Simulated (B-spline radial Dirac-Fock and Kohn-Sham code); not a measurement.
ΔSCF core binding energies without Breit or QED terms, calculated with a radial finite-basis atomic code.

A sound run for the Ag atom, [Kr] 4d10 5s1: The ground state converged in 10 iterations, with total energy -5314.63364 Ha, virial ratio 1.95542 and highest orbital energy -6.45 eV. ΔSCF binding energies: K (1s) 25599.5 eV, L3 (2p3/2) 3365.2 eV, M5 (3d5/2) 374.7 eV.

A second run, with one unsound setting: The ground state converged in 10 iterations, with total energy -5314.07268 Ha, virial ratio 1.95541 and highest orbital energy -6.42 eV. ΔSCF binding energies: K (1s) 25598.9 eV, L3 (2p3/2) 3365.6 eV, M5 (3d5/2) 375.1 eV.

```
iter   energy (Ha)        error
   1    -5312.94062274  1.66e+00
   2    -5313.38070187  1.77e-01
   3    -5314.06550949  2.81e-02
   4    -5314.07229358  7.12e-03
   5    -5314.07264263  1.93e-03
   6    -5314.07267030  3.98e-04
   7    -5314.07267469  1.16e-04
   8    -5314.07267548  4.12e-05
   9    -5314.07267553  1.57e-06
  10    -5314.07267553  1.34e-07
```

Question: Which fault fits the second run best?
A. too few iterations
B. unbound anion
C. spline order too low
D. overfilled shell

Answer: C. The input had order = 3: order is too low for an accurate radial basis.
